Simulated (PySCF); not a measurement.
Coordinates in bohr (charge 0 multiplicity 6):
```
Rh    0.0000    0.0000   -1.6305
Se    3.4553    0.0000    1.0497
Se   -3.4553    0.0000    1.0497
```

Computed with PySCF, UPBE0, basis Rh def2-SVP with ECP28, Se def2-SVP (scalar-relativistic core potentials, no spin–orbit coupling, density fitting).

This geometry of RhSe₂ is a stationary point at this level.

Task: What is the point group?

Result: C2v.

Task: Is it a minimum?

Result: Yes: all harmonic wavenumbers are real.

Task: Which band is strongest in the infrared?

Result: 283 cm⁻¹ (a1), 4 km/mol.

Task: Give the ideal-gas entropy at 298.15 K and 1 bar by parts.

Result: translation 178.3, rotation 116.0, vibration 31.6, spin 14.9; total 340.8 J/(mol K).

Task: What is the atomisation energy, with and without zero-point energy?

Result: 492 kJ/mol without, 489 kJ/mol with.

Only a few start shapes were tried, so a lower isomer may exist. With open d or f shells other occupations or spin states may lie lower. At this level a quartet minimum of C2v symmetry lies 90 kJ/mol below this structure.
